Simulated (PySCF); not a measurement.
C6H12O3. Atoms are numbered in the order given.

```xyz
21

C      3.3515     1.0252     0.0449
O      2.3656     0.0688     0.3245
C      1.1221     0.3512    -0.2612
C      0.1402    -0.7415     0.1524
C      0.5677    -2.1274    -0.2877
O     -1.1324    -0.4618    -0.4673
C     -1.9733     0.3833     0.1652
C     -3.2597     0.5331    -0.6080
O     -1.7151     0.9333     1.2069
H      3.0666     2.0316     0.4126
H      3.5531     1.1054    -1.0427
H      4.2764     0.7145     0.5517
H      1.1956     0.3783    -1.3695
H      0.7376     1.3332     0.0770
H      0.0145    -0.6936     1.2443
H     -0.1520    -2.8844     0.0576
H      0.6316    -2.1813    -1.3861
H      1.5575    -2.3525     0.1324
H     -3.0449     0.9028    -1.6222
H     -3.9257     1.2291    -0.0848
H     -3.7460    -0.4483    -0.7170
```

Geometry: B3LYP-D3(BJ)/def2-SVP. Other conformers were not sampled.

Method: HF/def2-SVP (PySCF).

ESP charges are fitted to the potential on shells at 1.4 to 2.0 van der Waals radii. Atomic charges (e):

```
atom  ESP fit    IAO  Mulliken  Löwdin
----  -------  -----  --------  ------
C1      -0.13  -0.10      0.23    0.12
O2      -0.32  -0.45     -0.59   -0.25
C3      -0.09   0.02      0.29    0.11
C4       0.53   0.15      0.13    0.11
C5      -0.47  -0.35      0.00   -0.03
O6      -0.59  -0.45     -0.56   -0.19
C7       0.95   0.64      0.41    0.20
C8      -0.67  -0.40     -0.03   -0.05
O9      -0.63  -0.54     -0.41   -0.26
H10      0.09   0.10      0.02    0.00
H11      0.09   0.10      0.01    0.00
H12      0.11   0.13      0.04    0.02
H13      0.09   0.09      0.01    0.00
H14      0.10   0.11      0.04    0.01
H15      0.02   0.13      0.07    0.02
H16      0.12   0.12      0.04    0.02
H17      0.14   0.12      0.03    0.02
H18      0.11   0.14      0.06    0.03
H19      0.18   0.15      0.07    0.04
H20      0.18   0.14      0.07    0.04
H21      0.20   0.15      0.07    0.04
```

**Question.** Give the Mayer and Wiberg (Löwdin basis) orders of the bonds. (Estimate from the structure and the level; the computed values follow.)

**Answer.** 
```tsv
bond	Mayer	Wiberg
C1–O2	0.90	1.14
O2–C3	0.91	1.13
C3–C4	1.04	1.03
C4–C5	1.03	1.06
C4–O6	0.76	1.02
O6–C7	1.06	1.31
C7–C8	0.99	1.06
C7–O9	1.96	2.21
C1–H10	0.98	0.97
C1–H11	0.98	0.97
C1–H12	0.99	0.97
C3–H13	0.96	0.94
C3–H14	0.98	0.94
C4–H15	0.97	0.93
C5–H16	0.99	0.96
C5–H17	0.98	0.96
C5–H18	0.98	0.96
C8–H19	0.97	0.95
C8–H20	0.98	0.96
C8–H21	0.97	0.95
```
